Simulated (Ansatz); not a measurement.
Consider the ligand exchange at a B–O bond: `BOB1CO1` + `CCN[SiH3]` → `BN([SiH3])CC` + `OB1CO1`.

Gas-phase electronic energies from Ansatz, PBE0-D4/def2-TZVP geometries. CCSD(T)/CBS is the MP2 limit (def2-TZVPP, def2-QZVPP) plus CCSD(T) − MP2 in def2-TZVPP, frozen cores. Functionals use def2-TZVPP. One conformer a species, not always the lowest.

| level | ΔE (kJ/mol) |
| --- | --- |
| CAM-B3LYP-D4 | -24.9 |
| CCSD(T)/def2-TZVPP | -31.3 |
| HF/def2-QZVPP | -1.5 |
| CCSD/CBS(def2) | -25.3 |

(1) What does CCSD(T)/CBS give? (Estimate.)

Largest T1 diagnostic among the species: 0.015.

Answers

(1) The calculation gave: -29.5 kJ/mol. The listed levels differ from it by 4.6, -1.8, 28.0, 4.2 kJ/mol.

From PBE to PBE0 (25 % exact exchange), in def2-TZVPP and without D4, ΔE moves by +3.4 kJ/mol. The D4 term adds −7.1 kJ/mol with B3LYP and −3.8 kJ/mol with PBE0; it sums over pairs of atoms, weighted by their polarisabilities, and B3LYP, whose exchange is more repulsive, gets the larger term. In def2-TZVPP, CCSD(T) changes the Hartree–Fock value by −28.9 kJ/mol (the triples alone add −4.2 kJ/mol) and MP2 by −31.3 kJ/mol.

B3LYP here is the variant with VWN-RPA as its local correlation; programs differ in this.
